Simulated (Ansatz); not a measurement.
Mulliken charges of `O=[CH][GeH2][SiH3]` from B3LYP/def2-TZVPP in Ansatz (PBE0-D4/def2-TZVP geometry).

| atom | x (Å) | y (Å) | z (Å) | charge (e) |
| --- | --- | --- | --- | --- |
| O1 | -0.426 | -0.123 | -2.735 | -0.223 |
| C2 | -0.790 | 0.426 | -1.734 | 0.051 |
| Ge3 | 0.438 | 0.807 | -0.191 | 0.096 |
| Si4 | 0.247 | -0.961 | 1.395 | 0.131 |
| H5 | -1.858 | 0.729 | -1.619 | 0.071 |
| H6 | 0.000 | 2.141 | 0.446 | -0.004 |
| H7 | 1.867 | 0.929 | -0.739 | 0.008 |
| H8 | 0.684 | -2.236 | 0.772 | -0.038 |
| H9 | 1.091 | -0.677 | 2.585 | -0.045 |
| H10 | -1.170 | -1.086 | 1.824 | -0.048 |

Q: By hand: the dipole of these point charges (1 e Å = 4.8032 D).

A: Σ q r = (-0.007, 0.219, 0.330) e Å, of length 0.396 e Å = 1.90 D.

Q: How does the dipole of the full density compare? (An estimate is asked.)

A: Computed: (-0.095, 0.148, 0.418) e Å, 2.18 D; the point charges give 0.87 times that, at 18° from its direction.

Point charges leave out the atoms' own dipoles, such as those of lone pairs, and Mulliken's split depends on the basis, so the close match here is no proof of good charges.

B3LYP here is the variant with VWN-RPA as its local correlation; programs differ in this.
